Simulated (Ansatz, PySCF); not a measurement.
Dimer: H2 (SMILES [H][H]) (first 2 atoms) with C4H6 (SMILES C=CC=C); geometry from B3LYP-D3(BJ)/def2-TZVP, rigid monomers moved along the line of their centres of mass till H2···C4 is 3.56 Å.
(charge 0, multiplicity 1):
```
atom    x (Å)    y (Å)    z (Å)
----  -------  -------  -------
H     -0.3978  -0.7720  -0.1385
H     -0.3146  -0.3297   0.4548
C      0.9763   1.6174   3.1020
C      0.0668   0.9079   3.7724
C      0.1956  -0.5058   4.0752
C     -0.7177  -1.2162   4.7389
H      1.8902   1.1620   2.7384
H      0.8373   2.6701   2.8963
H     -0.8393   1.3950   4.1220
H      1.1014  -0.9933   3.7253
H     -0.5814  -2.2699   4.9411
H     -1.6324  -0.7606   5.1002
```

Interaction energies are E(AB) − E(A) − E(B) at the monomers' geometry in the complex; basis-set methods are counterpoise corrected.

Frozen-core correlation.

Programs: Ansatz (a program for electronic structure) with Gaussian orbitals; PySCF for the dispersion terms. 

PBE/def2-TZVPPD gives -0.32 kcal/mol for the interaction energy.

Question: How do the other levels lie against it? Give each less PBE: PBE-D3(BJ)/def2-TZVPPD, r2SCAN/def2-TZVPPD, PBE0/def2-TZVPPD, wB97M-V/def2-TZVPPD, MP2/aug-cc-pVDZ, CCSD(T)/aug-cc-pVDZ.

Answer: PBE-D3(BJ)/def2-TZVPPD -0.32; r2SCAN/def2-TZVPPD 0.10; PBE0/def2-TZVPPD 0.05; wB97M-V/def2-TZVPPD -0.11; MP2/aug-cc-pVDZ -0.11; CCSD(T)/aug-cc-pVDZ -0.08 kcal/mol. 2 of 6 lie above PBE; the widest gap is to PBE-D3(BJ)/def2-TZVPPD.
